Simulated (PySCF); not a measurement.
F6Sb, SMILES [F][Sb-]([F])([F])([F])([F])[F], charge -1.

Coordinates come from a B3LYP-D3(BJ)/def2-SVPD optimisation. The def2 effective core potentials stand for the cores of Sb; spin–orbit coupling is left out.

The numbers are results of PySCF with CAM-B3LYP/def2-SVPD, not measurements.

Symmetry labels are those of the subgroup D2h that the program uses (full group Oh).

Problem. List the valence orbital energies around the gap with their symmetry. (Estimate from the structure and the level; the computed values follow.)

Solution. 
```
orbital  symmetry  energy (eV)
-------  --------  -----------
HOMO−7        B2u        -8.87
HOMO−6        B3u        -8.87
HOMO−5        B1u        -8.82
HOMO−4        B2u        -8.82
HOMO−3        B3u        -8.82
HOMO−2        B1g        -8.31
HOMO−1        B2g        -8.31
HOMO          B3g        -8.31
LUMO           Ag         2.48
LUMO+1         Ag         5.46
LUMO+2        B1u         6.26
LUMO+3        B2u         6.26
```
